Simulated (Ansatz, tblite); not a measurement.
Adding an electron: the cluster Li₃Se⁺ (the lowest singlet isomer of a short search). Total charge 1; singlet. Geometry: r2SCAN-D4/def2-TZVP. Ansatz, gas phase; energy differences of separate SCF runs; the reduced species was run as a doublet alone.

```xyz
4

Li   -1.539   -1.287    1.114
Li   -0.669    1.916   -1.071
Li    2.209   -0.622   -0.033
Se   -0.001   -0.007   -0.010
```

The xTB rows come from tblite. The structure comes from a short search, and lower isomers may exist.

Question: Estimate orbital energies and vertical electron affinities at: GFN1-xTB; GFN2-xTB; PBE-D4/def2-TZVP; r2SCAN-D4/def2-TZVP; PBE0-D4/def2-TZVP.

Answer: 
```
              level  −HOMO (eV)  −LUMO (eV)  vertical EA (eV)  HOMO–LUMO gap (eV)
           GFN1-xTB       14.98       11.46              9.27                3.52
           GFN2-xTB       14.11       10.90              8.16                3.21
   PBE-D4/def2-TZVP        8.22        5.00              3.80                3.21
r2SCAN-D4/def2-TZVP        8.35        4.21              3.57                4.14
  PBE0-D4/def2-TZVP        9.19        4.43              3.63                4.76
```

  Raw xTB energy differences between charge states are shifted by several eV; the methods need an empirical correction for them.
